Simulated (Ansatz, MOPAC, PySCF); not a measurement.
System: Si₂H₄, charge 0, multiplicity 1. SMILES: [SiH][SiH3]
Geometry from a B3LYP-D3(BJ)/def2-TZVP (Ansatz, a program for electronic structure) optimisation:
```
Si
H 1 1.4846
H 1 1.4893 2 107.80
H 1 1.4893 2 107.80 3 -116.32
Si 1 2.3971 2 114.30 3 121.84
H 5 1.5236 1 88.28 2 -180.00
```
Charge 0, spin multiplicity 1.

Unscaled harmonic wavenumbers (cm⁻¹) in rising order, each level at the stationary point that it reaches from this structure (no distance between atoms moves by over 0.3 Å); the order of modes can differ between levels, and a negative number is imaginary. B3LYP-D3(BJ)/def2-TZVP (PySCF, at the structure above): 30, 368, 379, 422, 716, 867, 932, 957, 2026, 2175, 2184, 2209.

PM3 (MOPAC): -153, 296, 339, 407, 591, 744, 871, 874, 1886, 1889, 1913, 1936. Zero-point energy 16.8 against 19.0 kcal/mol; where all levels lie over 400 cm⁻¹, the wavenumbers are on average 0.894 times those of B3LYP-D3(BJ)/def2-TZVP. This level finds the structure a saddle point. The zero-point energy leaves imaginary modes out.

HF/3-21G (Ansatz): 114, 342, 413, 440, 776, 905, 997, 1012, 2071, 2247, 2252, 2279. Zero-point energy 19.8 against 19.0 kcal/mol; where all levels lie over 400 cm⁻¹, the wavenumbers are on average 1.046 times those of B3LYP-D3(BJ)/def2-TZVP.

B3LYP/6-31G* (Ansatz): 58, 377, 387, 430, 729, 869, 931, 954, 2037, 2195, 2205, 2234. Zero-point energy 19.2 against 19.0 kcal/mol; where all levels lie over 400 cm⁻¹, the wavenumbers are on average 1.008 times those of B3LYP-D3(BJ)/def2-TZVP.
